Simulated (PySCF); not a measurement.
Rotational lines of CaH⁺

Lines J+1 ← J of the vibrational ground state, computed from RHF-CCSD(T) constants of CaH⁺, ¹Σ⁺ (singlet), closed shell (basis Ca 6-311G(d,p), H 6-311G(d,p); no relativity; PySCF 2.14; masses 39.9626 and 1.0078 u), in MHz:

| J | ν (MHz) |
| --- | --- |
| 2 | 820740 |
| 3 | 1093709 |
| 4 | 1366154 |
| 5 | 1637945 |
| 6 | 1908949 |

Task: Find B0 and the effective bond length r0; with αe = 0.0988 cm⁻¹, find Re.

Result: ν = 2B0(J+1) − 4D(J+1)³ gives B0 = 4.5661 cm⁻¹. With the reduced mass μred = 0.98303 u, r0 = √(16.8576/(μred·B0)) (u, cm⁻¹, Å) = 1.9379 Å. Be = B0 + αe/2 = 4.6155 cm⁻¹ gives Re = 1.928 Å.

Correlated steps freeze 5 core orbitals. For an ion De counts to the pair picked by the measured ionisation energies or electron affinities, which need not be the lowest pair at this level. Where the molecule has an RHF reference, its open-shell atoms are computed with UHF.
